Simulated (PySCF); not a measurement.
Si(H)3(Cl) anion (ClH₃Si), SMILES Cl[SiH3] (connectivity only; charge and spin as stated), charge -1, multiplicity 2.

Coordinates come from a TPSSh-D3(BJ)/def2-TZVPD optimisation. The spin state was assumed, not searched. The isomer is the one that the SMILES or the coordinates give; other isomers of the formula were not compared.

These are SMD-M06-2X/def2-SVPD (PySCF) values and carry that method's errors.

Solvation free energies are E(SMD) − E(gas) at the gas-phase geometry, for 1 M in both phases.

```csv
solvent,ΔG(solv) (kcal/mol),its non-electrostatic (CDS) part
water,-50.0,2.1
1-octanol,-48.2,-0.9
acetonitrile,?,?
```

Task: Some entries are withheld; supply them. (The exact figures need the calculation; the answer reports its results.)

Result: 
- acetonitrile, ΔG(solv) (kcal/mol): -51.9
- acetonitrile, its non-electrostatic (CDS) part: -0.6
